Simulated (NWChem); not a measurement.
System meant: WSOCl$_{2}$; SMILES [Cl][W](=[S])([Cl])=[O]

The following NWChem deck was run.

```
start job
memory heap 200 mb stack 900 mb global 1100 mb
geometry units angstroms noautoz
  W      0.019496     0.135855     0.000000
  O      0.148707     1.818215     0.000000
  S      2.000539    -0.627540     0.000000
  Cl    -1.010938    -0.507862    -1.910473
  Cl    -1.010938    -0.507862     1.910473
end
basis spherical
  * library def2-svp
end
ecp
  W library def2-ecp
end
dft
  xc xpbe96 cpbe96
  iterations 4
  mulliken
end
task dft energy
```

End of the output:

```
    Atom       Charge   Shell Charges
 -----------   ------   -------------------------------------------------------
    1 W   14    14.98   0.00  0.04  1.10  0.80  0.42  0.19  4.93  1.31  0.62  3.75  1.56  0.26
    2 O    8     8.29   1.98  0.99  0.69  2.82  1.79  0.02
    3 S   16    14.88   2.00  1.96  0.97  0.71  5.78  1.49  1.92  0.06
    4 Cl  17    16.93   2.00  1.96  1.04  0.74  5.82  2.33  3.01  0.02
    5 Cl  17    16.93   2.00  1.96  1.04  0.74  5.82  2.33  3.01  0.02

 center of mass
 --------------
 x =  -0.00856324 y =   0.02937518 z =   0.00000000

 moments of inertia (a.u.)
 ------------------
        1221.867465602534          -0.000000000000           0.000000000000
          -0.000000000000        1625.276817189660           0.000000000000
           0.000000000000           0.000000000000        1024.000915795805

     Multipole analysis of the density
     ---------------------------------

     L   x y z        total         alpha         beta         nuclear
     -   - - -        -----         -----         ----         -------
     0   0 0 0     -0.000000    -36.000000    -36.000000     72.000000

     1   1 0 0      3.544630      2.807272      2.807272     -2.069915
     1   0 1 0     -2.171983      7.774152      7.774152    -17.720287
     1   0 0 1      0.000000      0.000000      0.000000      0.000000

     2   2 0 0    -37.460569   -195.431302   -195.431302    353.402034
     2   1 1 0     -4.846963     -1.130874     -1.130874     -2.585216
     2   1 0 1      0.000000      0.000000      0.000000      0.000000
     2   0 2 0    -52.744059   -100.233085   -100.233085    147.722112
     2   0 1 1      0.000000      0.000000      0.000000      0.000000
     2   0 0 2    -51.417230   -247.287515   -247.287515    443.157800

 ------------------------------------------------------------------------
 dft energy failed                                                                                  0
 ------------------------------------------------------------------------
 ------------------------------------------------------------------------
  current input line :
    21: task dft energy
 ------------------------------------------------------------------------
 ------------------------------------------------------------------------
 This type of error is most commonly associated with calculations not reaching convergence criteria
 ------------------------------------------------------------------------
 For more information see the NWChem manual at https://nwchemgit.github.io

0:dft energy failed:Received an Error in Communication
```

Problem. Can this run be used? If not, why, and what is the fix?

Solution. The run did not converge; its last values are not results. Cause: the SCF was allowed too few iterations. This input runs:
```
start job
memory heap 200 mb stack 900 mb global 1100 mb
geometry units angstroms noautoz
  W      0.019496     0.135855     0.000000
  O      0.148707     1.818215     0.000000
  S      2.000539    -0.627540     0.000000
  Cl    -1.010938    -0.507862    -1.910473
  Cl    -1.010938    -0.507862     1.910473
end
basis spherical
  * library def2-svp
end
ecp
  W library def2-ecp
end
dft
  xc xpbe96 cpbe96
  iterations 150
  mulliken
end
task dft energy
```
It converges to -1460.09223 Ha (PBE/def2-SVP with def2 effective core potentials on W).
